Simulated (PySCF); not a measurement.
## Different ions with Br ligands: linear complexes compared

All values are computed with PySCF: state-averaged CASSCF of the d shell with SC-NEVPT2, spin-free X2C, triple-zeta basis on the metal and double-zeta on the ligands, mean-field spin-orbit coupling; DFT geometries.

| complex | point group | M–L / Å | L–M–L / ° | solvent |
| --- | --- | --- | --- | --- |
| FeBr2 | D∞h | 2.26 | 180 | none |
| CuBr2 | D∞h | 2.20 | 180 | none |
| TiBr2 | D∞h | 2.39 | 180 | none |
| NiBr2 | D∞h | 2.20 | 180 | none |

For CuBr2 the d shell alone is too small an active space: its values show what this model gives and aren't sound predictions.

(1) Rank by the spin-orbit constant ζ, lowest first.
A. FeBr2
B. TiBr2
C. NiBr2
D. CuBr2

(2) What are the ground states and moments?

In TiBr2 the metal orbitals mix much with the ligands', for which an active space of the metal shell alone is small.

## Answers

(1) B (110 cm⁻¹), A (390 cm⁻¹), C (634 cm⁻¹), D (792 cm⁻¹).

(2) 
| complex | shell | ground state (NEVPT2) | total orbital splitting (CASSCF fit) / cm⁻¹ | μeff(300 K) / μB |
| --- | --- | --- | --- | --- |
| FeBr2 | d6 | 5Δg | 4156 | 6.25 |
| CuBr2 | d9 | 2Σg+ | 3274 | 2.86 |
| TiBr2 | d2 | 3Δg | 5199 | 3.06 |
| NiBr2 | d8 | 3Σg- | 3706 | 4.87 |
